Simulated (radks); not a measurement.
Values are calculated unless marked as measured or tabulated.
The germanium ion Ge4+, configuration [Ar] 3d10.

Level of theory: Dirac Kohn-Sham, LDA (Slater exchange, Perdew-Wang correlation), spin-unpolarised, spherical densities, finite nucleus; Fermi nuclear charge, rms radius 4.0742 fm (a radial shooting solver on a logarithmic mesh with Libxc functionals).

Energy parts (eV):
total: -56929.471
kinetic: 58115.188
electron-nucleus: -136088.002
Hartree: 23094.473
exchange-correlation: -2051.130

Orbitals (lengths in bohr, moments of r in powers of bohr; r(max) is where P^2 peaks):
[
 {"orbital": "1s1/2", "occ.": "2", "eigenvalue (eV)": "-10988.13", "<r^2>": "0.002981", "r(max)": "0.03077"},
 {"orbital": "2s1/2", "occ.": "2", "eigenvalue (eV)": "-1418.212", "<r^2>": "0.05214", "r(max)": "0.1764"},
 {"orbital": "2p1/2", "occ.": "2", "eigenvalue (eV)": "-1268.403", "<r^2>": "0.04041", "r(max)": "0.1391"},
 {"orbital": "2p3/2", "occ.": "4", "eigenvalue (eV)": "-1236.582", "<r^2>": "0.04190", "r(max)": "0.1421"},
 {"orbital": "3s1/2", "occ.": "2", "eigenvalue (eV)": "-216.9667", "<r^2>": "0.4504", "r(max)": "0.5431"},
 {"orbital": "3p1/2", "occ.": "2", "eigenvalue (eV)": "-167.4908", "<r^2>": "0.4808", "r(max)": "0.5375"},
 {"orbital": "3p3/2", "occ.": "4", "eigenvalue (eV)": "-163.1925", "<r^2>": "0.4967", "r(max)": "0.5460"},
 {"orbital": "3d3/2", "occ.": "4", "eigenvalue (eV)": "-78.7385", "<r^2>": "0.6424", "r(max)": "0.4992"},
 {"orbital": "3d5/2", "occ.": "6", "eigenvalue (eV)": "-78.1377", "<r^2>": "0.6504", "r(max)": "0.5021"}
]

The highest occupied level is 3d5/2 at -78.138 eV. For comparison, the ionisation energy in NIST's Atomic Spectra Database is 90.50 eV (measured). In exact Kohn-Sham theory the highest level is minus the ionisation energy, but local and semilocal functionals leave it too shallow, through self-interaction and a potential that decays too fast; potentials with the right tail come closer. Summed over all electrons, <r^2> = 10.68 bohr^2, which gives a Langevin (diamagnetic) susceptibility term of -8.46 x 10^-6 cm^3/mol.
